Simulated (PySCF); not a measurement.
## ORD: `FB(F)[C@@H]1[SiH2]C[C@@H]1F`, C$_{3}$H$_{6}$BF$_{3}$Si

Geometry:
```csv
atom,x (Å),y (Å),z (Å)
F1,2.711,-1.492,-0.109
B2,1.791,-0.573,-0.365
F3,1.913,-0.025,-1.559
C4,0.603,-0.319,0.601
Si5,-1.025,-1.081,-0.141
C6,-1.246,0.799,-0.383
C7,-0.066,1.067,0.559
F8,0.763,2.071,0.109
H9,0.849,-0.640,1.611
H10,-0.921,-1.926,-1.325
H11,-1.832,-1.686,0.919
H12,-0.979,1.120,-1.390
H13,-2.169,1.301,-0.105
H14,-0.391,1.384,1.555
```

Theory: TDDFT B3LYP/def2-SVPD circular dichroism and optical rotation, one conformer, gas phase (PySCF 2.14.0). Geometry: GFN2-xTB.

The molecule is flexible and this is one conformer; a measurement averages over conformers. States above about 8.4 eV (minus the energy of the highest occupied orbital) lie near or above the ionisation threshold and depend on the basis.

Stereocentres: C4 S, C7 S.

Q: Give the optical rotatory dispersion at 633, 589.3, 546, 436, 405, 365, 355 nm.

A: [α] in deg dm⁻¹ (g/mL)⁻¹:
| λ (nm) | origin-invariant length gauge | modified velocity gauge | length gauge (centre of mass) | isotropic polarisability (au) |
| --- | --- | --- | --- | --- |
| 633 | -117.0 | -111.4 | -118.1 | 75.1 |
| 589.3 | -137.8 | -131.2 | -139.0 | 75.3 |
| 546 | -164.5 | -156.7 | -165.9 | 75.7 |
| 436 | -285.8 | -272.9 | -288.1 | 77.1 |
| 405 | -347.0 | -331.6 | -349.8 | 77.8 |
| 365 | -463.3 | -443.5 | -466.8 | 79.0 |
| 355 | -502.3 | -481.1 | -506.1 | 79.4 |

Q: And for the mirror image at 589.3 nm?

A: +137.8 deg dm⁻¹ (g/mL)⁻¹ (origin-invariant length gauge): the same size and the opposite sign.

Q: What is the molar rotation [Φ] = [α]·M/100 of the geometry above at 589.3 nm?

A: With M = 137.97 g/mol, -190.1 deg cm² dmol⁻¹ (origin-invariant length gauge).

The first excitation lies at 7.00 eV (177 nm) with R = +50.5 × 10⁻⁴⁰ esu² cm² (velocity form).
